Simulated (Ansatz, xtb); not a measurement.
Stretching the Be1–H2 bond and 1 like it together in BeH2 (SMILES [BeH2]) (multiplicity 1 held, fragments rigid). Energies count from the point at 1.330 Å.
Geometry at that point (charge 0, multiplicity 1):
```xyz
3

Be     0.00000     0.00000     0.00000
H      0.00000     0.00000    -1.33009
H      0.00000     0.00000     1.33009
```

Restricted levels (R-, RO-) in cc, def2 and unpolarised 6-31G sets keep to the state of the molecule at rest. Unrestricted levels (U-) break spin symmetry where that is lower. Curves can end on different states.

Frozen-core correlation.

Run with Ansatz (a program for electronic structure) with Gaussian orbitals; xtb for the GFN methods. Each number belongs to the level named beside it. The GFN methods have no spin term and hold the electronic entropy of 300 K.

Task: One of these levels gives 86.18 kcal/mol for the energy at R = 4.256 Å. Name it.
(A) U-MP2/cc-pVDZ
(B) GFN2-xTB
(C) R-HF/cc-pVDZ
(D) R-SCS-MP2/cc-pVDZ

Result: D, R-SCS-MP2/cc-pVDZ. The others give 215.89 (GFN2-xTB), 277.40 (R-HF/cc-pVDZ), 141.12 (U-MP2/cc-pVDZ)

Doubts at one or more of the structures used: a restricted determinant that unrestricted orbitals would lower (R-HF/cc-pVDZ, R-SCS-MP2/cc-pVDZ); a spin-contaminated determinant (U-MP2/cc-pVDZ).
